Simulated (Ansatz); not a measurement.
Relaxation of BClH5OP (9 atoms, charge 0, multiplicity 1), to a largest force component of 0.03 eV/Å in at most 50 steps.

All numbers below come from RKS revPBE-D4/6-31G* (Ansatz 0.2.0).

```xyz
9
Properties=species:S:1:pos:R:3
B 0.122 -0.327 0.001
H 0.026 -0.688 1.137
Cl 1.727 -0.342 -0.767
O -0.955 -0.066 -0.804
H -1.783 -0.162 -0.290
P 0.370 2.542 1.219
H 1.772 2.271 1.348
H 0.414 2.489 -0.210
H 0.027 1.166 1.367
```

Question: Where does it end, and by what steps?

Answer: The forces met the threshold. The force dipped under the threshold on the way, but the program's further checks kept it going. After 24 steps the energy has fallen by 0.199 eV; H9 moved furthest, 0.88 Å.

| step | energy less start (eV) | largest force component (eV/Å) | accepted |
| --- | --- | --- | --- |
| 0 | 0.0000 | 0.633 | yes |
| 1 | -0.1139 | 0.471 | yes |
| 2 | -0.1540 | 0.781 | yes |
| 3 | -0.1698 | 0.691 | yes |
| 4 | -0.1530 | 1.332 | no |
| 5 | -0.1890 | 0.183 | yes |
| 6 | -0.1925 | 0.072 | yes |
| 7 | -0.1936 | 0.040 | yes |
| 8 | -0.1942 | 0.068 | yes |
| 9 | -0.1942 | 0.083 | no |
| 10 | -0.1947 | 0.022 | yes |
| 11 | -0.1950 | 0.028 | yes |
| 12 | -0.1952 | 0.043 | yes |
| 13 | -0.1955 | 0.051 | yes |
| 14 | -0.1957 | 0.095 | yes |
| 15 | -0.1961 | 0.063 | yes |
| 16 | -0.1961 | 0.094 | yes |
| 17 | -0.1971 | 0.030 | yes |
| 18 | -0.1969 | 0.146 | no |
| 19 | -0.1976 | 0.038 | yes |
| 20 | -0.1976 | 0.108 | yes |
| 21 | -0.1981 | 0.055 | yes |
| 22 | -0.1983 | 0.037 | yes |
| 23 | -0.1985 | 0.043 | yes |
| 24 | -0.1989 | 0.030 | yes |

```xyz
9
Properties=species:S:1:pos:R:3
B 0.162 -0.623 -0.127
H -0.030 -1.036 0.989
Cl 1.806 -0.680 -0.794
O -0.821 -0.119 -0.925
H -1.680 -0.141 -0.455
P 0.590 2.920 1.304
H 1.760 2.138 1.023
H -0.001 2.606 0.033
H -0.068 1.818 1.954
```

Whether the end is a true minimum wasn't checked by a vibrational analysis.

The run took 76 s on 1 thread of Arm Neoverse V1, on a shared host, peak memory 0.14 GiB.
